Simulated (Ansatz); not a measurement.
The cluster Ti₂O₄⁻, 6 atoms. Hardware: 4 threads of Arm Neoverse V1 on a shared host.

Correlated methods freeze 14 core orbitals; core or outer-core shells of Ti are correlated, in sets that lack core-valence functions.

**Question.** How many basis functions does each of these Ansatz runs have, and roughly what does it cost? PBE-D4/def2-SVPD, charge -1 doublet, relaxation, 8 steps; HF/def2-TZVPD, charge -1 doublet, energy, from earlier orbitals; PBE-QIDH/def2-TZVPD, charge -1 doublet, energy, from earlier orbitals; PBE0-D4/def2-TZVPD, charge -1 doublet, energy, from earlier orbitals; RPA@PBE/def2-TZVPD, charge -1 doublet, energy, from earlier orbitals; B97M-V/def2-TZVPD, charge -1 doublet, energy, from earlier orbitals; MP2/def2-TZVPD, charge -1 doublet, energy, from earlier orbitals; PBE-D4/def2-TZVPD, charge -1 doublet, energy and forces, from earlier orbitals; PBE-D4/def2-SVP, charge -1 doublet, energy with a search over starts; r2SCAN-D4/def2-TZVPD, charge -1 doublet, energy, from earlier orbitals.

**Answer.** Other jobs shared the machine, so times can vary by a factor of up to 3. A dash marks memory too small to be measured apart from the calling script's.

```json
{"run": "PBE-D4/def2-SVP, charge -1 doublet, energy with a search over starts", "functions": "118", "fitting or Cholesky vectors": "1332", "wall time": "9.5 s", "peak host memory (GiB)": "–"}
{"run": "PBE-D4/def2-TZVPD, charge -1 doublet, energy and forces, from earlier orbitals", "functions": "256", "fitting or Cholesky vectors": "1588", "wall time": "10 s", "peak host memory (GiB)": "–"}
{"run": "PBE0-D4/def2-TZVPD, charge -1 doublet, energy, from earlier orbitals", "functions": "256", "fitting or Cholesky vectors": "1716", "wall time": "17 s", "peak host memory (GiB)": "1.3"}
{"run": "RPA@PBE/def2-TZVPD, charge -1 doublet, energy, from earlier orbitals", "functions": "256", "fitting or Cholesky vectors": "1854", "wall time": "17 s", "peak host memory (GiB)": "0.96"}
{"run": "MP2/def2-TZVPD, charge -1 doublet, energy, from earlier orbitals", "functions": "256", "fitting or Cholesky vectors": "1854", "wall time": "18 s", "peak host memory (GiB)": "0.99"}
{"run": "r2SCAN-D4/def2-TZVPD, charge -1 doublet, energy, from earlier orbitals", "functions": "256", "fitting or Cholesky vectors": "1588", "wall time": "20 s", "peak host memory (GiB)": "0.6"}
{"run": "HF/def2-TZVPD, charge -1 doublet, energy, from earlier orbitals", "functions": "256", "fitting or Cholesky vectors": "2136", "wall time": "27 s", "peak host memory (GiB)": "1.7"}
{"run": "PBE-D4/def2-SVPD, charge -1 doublet, relaxation, 8 steps", "functions": "160", "fitting or Cholesky vectors": "1492", "wall time": "27 s", "peak host memory (GiB)": "–"}
{"run": "PBE-QIDH/def2-TZVPD, charge -1 doublet, energy, from earlier orbitals", "functions": "256", "fitting or Cholesky vectors": "1854", "wall time": "30 s", "peak host memory (GiB)": "1.1"}
{"run": "B97M-V/def2-TZVPD, charge -1 doublet, energy, from earlier orbitals", "functions": "256", "fitting or Cholesky vectors": "1588", "wall time": "38 s", "peak host memory (GiB)": "0.81"}
```
